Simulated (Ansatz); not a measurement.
Frontier orbitals of CH₂FNOSi (`O[Si]1(F)C=N1`).

Z-matrix (Å, degrees):
```
Si
F 1 1.575
C 1 1.743 2 123.4
O 1 1.617 2 104.7 3 162.7
N 1 1.733 2 120.1 3 -52.3
H 3 1.093 1 166.2 2 79.5
H 4 0.959 1 117.3 2 175.8
```

Total charge 0; spin multiplicity 1. All single points use the PBE0-D4/def2-TZVP geometry. It is one conformer, not always the lowest. Basis def2-TZVPP, Ansatz 0.2.0.

Orbital energies of one run (eV). Highest occupied ones, from the top: -6.23, -9.65, -9.99, -10.31, -11.25, -11.86, -12.28, -12.85, -13.95, -15.64, -15.96, -25.63, -28.52, -33.12. Empty: -1.68, -0.22, 1.30, 1.72, 2.83, 3.18.

(1) Which functional gave them?
A. PBE
B. ωB97X-V
C. r2SCANh
D. r2SCAN

Answers

(1) C. HOMO energies: r2SCANh -6.23, ωB97X-V -9.23, r2SCAN -5.72, PBE -5.49 eV.
